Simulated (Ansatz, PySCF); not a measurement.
BrGaH2O2, SMILES [OH][Ga]([Br])[OH].

Coordinates come from a B3LYP-D3(BJ)/def2-SVP optimisation. One conformer was computed; it need not be the lowest.

Vertical ionisation energy (IE) and electron affinity (EA) in eV. Rows of orbital energies are one-electron estimates. Where ΔSCF, EOM or ADC give a negative EA the extra electron is unbound and the value depends on the basis.

| level | IE | EA |
|---|---|---|
| −ε(HOMO), −ε(LUMO), B3LYP/def2-TZVP (PySCF) | 8.43 | 1.76 |
| −ε(HOMO), −ε(LUMO), PBE/def2-TZVP (PySCF) | … | … |
| ΔSCF, CAM-B3LYP/def2-SVPD (Ansatz), final states of multiplicity 2 and 2 | 11.34 | 0.17 |
| ΔSCF, PBE/def2-SVPD (Ansatz), final states of multiplicity 2 and 2 | 10.53 | 0.34 |

Problem. Some entries are withheld; supply them. (Estimate from the structure and the level; the computed values follow.)

Solution. 
- −ε(HOMO), −ε(LUMO), PBE/def2-TZVP (PySCF), IE: 7.36
- −ε(HOMO), −ε(LUMO), PBE/def2-TZVP (PySCF), EA: 2.34

Problem. What vertical singlet–triplet gap does ΔSCF give with CAM-B3LYP/def2-SVPD (Ansatz, a quantum-chemistry and plane-wave program) and with PBE/def2-SVPD (Ansatz)? (Estimate from the structure and the level; the computed values follow.)

Solution. 5.80 and 4.95 eV (triplet above singlet where positive).
